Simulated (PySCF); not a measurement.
C7H8FNSi.
Structure used (PBE0-D3(BJ)/def2-SVP), in Å, numbered top down from 1:
```
atom  x, y, z in Å
C1     3.5539    0.0185   -0.9359
N2     2.5268   -0.5885   -0.5277
Si3    1.5959   -0.2059    0.9114
C4    -0.1973   -0.0656    0.3845
C5    -0.6122   -0.5622   -0.8596
C6    -1.9500   -0.4761   -1.2440
C7    -2.8942    0.0996   -0.3969
C8    -2.4741    0.5881    0.8352
F9    -3.3703    1.1412    1.6523
C10   -1.1462    0.5181    1.2351
H11    4.0646   -0.3041   -1.8631
H12    4.0164    0.8916   -0.4257
H13    2.0385    1.0652    1.5790
H14    1.7894   -1.3353    1.8690
H15    0.1237   -1.0159   -1.5278
H16   -2.2650   -0.8631   -2.2162
H17   -3.9474    0.1788   -0.6729
H18   -0.8760    0.9288    2.2118
```

Definitions: NICS(0) = −σiso at the ring centroid; NICS(1) = −σiso and NICS(1)zz = −σzz at ±1 Å along the ring normal z. Level: GIAO PBE0/pcSseg-1 (PySCF, non-relativistic, gas phase) on the PBE0-D3(BJ)/def2-SVP geometry, one conformer.

Ring bond lengths (Å), with Mayer bond orders in brackets: C4–C5 1.402 (1.43), C5–C6 1.395 (1.43), C6–C7 1.393 (1.41), C7–C8 1.390 (1.42), C8–C10 1.389 (1.44), C10–C4 1.402 (1.39).

What do the NICS probes read (ppm)?

| ring | type | NICS(0) | NICS(1), two faces | NICS(1)zz, two faces | rms pucker (Å) | centre to ring atoms, mean (Å) |
| --- | --- | --- | --- | --- | --- | --- |
| C4–C5–C6–C7–C8–C10 | 6-membered carbocycle; formal bonds all aromatic | -9.5 | -11.1 / -11.3 | -27.6 / -27.8 | 0.00 | 1.40 |

What can be read from them?

- C4–C5–C6–C7–C8–C10: mean NICS(1)zz -27.7 ppm, shielded, aromatic by this magnetic criterion (flat ring, no four-coordinate atom).

How equal are the bonds by HOMA? HOMA = 1 − mean of α(R − Ropt)² over the ring bonds, with Krygowski's 1993 parameters (CC: Ropt 1.388 Å, α 257.7 Å⁻²).

- C4–C5–C6–C7–C8–C10: HOMA 0.98 = 1 − EN − GEO, with mean bond length 1.395 Å, EN = α(Ropt − mean)² = 0.013 and GEO = α × variance = 0.007. The geometric and the magnetic index point the same way.

How shielded are the nuclei of the rings and their hydrogens (means over atoms taken as equivalent)?

```
atoms                  environment  σ isotropic (ppm)  principal values of the symmetric part, first atom (ppm)
   C4  substituted aromatic carbon               45.5                                         -47.3, 1.4, 182.2
   C5           aromatic CH carbon               47.9                                        -66.2, 31.0, 178.9
   C6           aromatic CH carbon               49.0                                        -59.7, 34.5, 172.1
   C7           aromatic CH carbon               61.9                                        -24.8, 45.0, 165.4
   C8          aromatic C–F carbon               14.5                                         -76.6, 31.8, 88.3
  C10           aromatic CH carbon               59.1                                        -33.2, 45.8, 164.7
  H15            aromatic hydrogen              23.32                                          18.7, 23.2, 28.0
  H16            aromatic hydrogen              23.76                                          20.3, 24.4, 26.6
  H17            aromatic hydrogen              24.10                                          20.6, 24.6, 27.1
  H18            aromatic hydrogen              23.97                                          20.1, 23.4, 28.3
```

How do the values depend on the level or the medium?

| level | NICS(0), C4–C5–C6–C7–C8–C10 | mean NICS(1)zz, C4–C5–C6–C7–C8–C10 |
| --- | --- | --- |
| PBE0/pcSseg-1, gas | -9.5 | -27.7 |
| PBE0/pcSseg-1, IEF-PCM chloroform | -9.4 | -27.8 |
| PBE0/pcSseg-1, IEF-PCM water | -9.4 | -27.8 |

The geometry is the same throughout; the continuum's cavity takes Bondi-type radii × 1.2.

Time: 96 s of wall time; peak memory 0.99 GiB. Hardware: one thread of an AMD EPYC, shared host with 64 logical CPUs at a one-minute load of 60. This is the whole shielding run at PBE0/pcSseg-1, SCF included.
